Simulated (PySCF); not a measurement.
From one molecule to another.

First species: C₇H₁₀F₂O₂.
SMILES: `C(O[C@@H]1CC[C@@H]2[C@@H](O2)C1)(F)F`

Second species: C5H14N2Si2.
Atom-mapped SMILES: `[CH3:1][SiH2:2][N:3]([SiH3:4])[CH2:5][CH2:6][CH2:7][C:8]#[N:9]` (hydrogens: H10, H11, H12 on C1; H13, H14 on Si2; H15, H16, H17 on Si4; H18, H19 on C5; H20, H21 on C6; H22, H23 on C7)

Levels: PBE0/pcSseg-1 for HOMO energy, LUMO energy and HOMO–LUMO gap. Geometries: GFN2-xTB. Each species is one conformer at its optimised geometry, gas phase, non-relativistic unless stated; the electronic structure was computed with PySCF and density fitting.

The conformers computed, where there is a choice (atom-mapped SMILES and torsion angles):
- `[CH3:1][SiH2:2][N:3]([SiH3:4])[CH2:5][CH2:6][CH2:7][C:8]#[N:9]`: C1–Si2–N3–Si4 169°, Si2–N3–C5–C6 -106°, N3–C5–C6–C7 63°, C5–C6–C7–C8 68°

The conformers of `FC(F)O[C@@H]1CC[C@H]2O[C@H]2C1` aren't listed.

| property | column X | column Y |
| --- | --- | --- |
| HOMO energy | -7.05 eV | -7.96 eV |
| LUMO energy | 0.23 eV | 1.25 eV |
| HOMO–LUMO gap | 7.28 eV | 9.21 eV |

Which column belongs to which species?

Column X is the second species and column Y the first. The first has 21 atoms and 86 electrons, the second 23 and 86.

How does each property change from the first species to the second?

HOMO energy +0.91 eV; LUMO energy -1.02 eV; HOMO–LUMO gap -1.93 eV.

